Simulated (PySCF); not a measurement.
## Spinor energies of B⁺ (boron, charge +1)

Start: [He] 2s2. Calculated with PySCF 2.14 in x2c-SVPall-2c with one added diffuse shell of s type (4s2p1d, 15 functions): generalised Hartree-Fock with the X2C-1e Hamiltonian and a Gaussian nucleus; one run each with spin-orbit coupling (SO) switched off, then screened by Boettger's factors. This is a chosen level, not necessarily the ground level.

```
spinor shell  electrons  ε, spin-free (eV)  ε, screened SO (eV)  weight of nominal j (screened SO)  rms radius, screened SO (bohr)
       1s1/2          2            -222.99              -222.99                              1.000                           0.378
       2s1/2          2            -23.541              -23.541                              1.000                            1.98
```

| quantity | spin-free | screened SO |
| --- | --- | --- |
| E (hartree) | -24.20879 | -24.20879 |
| M_J | 0 | 0 |
| ⟨J²⟩ | 0.000 | 0.000 |
| ⟨L²⟩ | 0.000 | 0.000 |
| ⟨S²⟩ | 0.000 | 0.000 |

Without spin-orbit coupling the j labels of p, d and f shells carry no meaning; the spin-free column gives the mean over the occupied spinors of each nl shell.
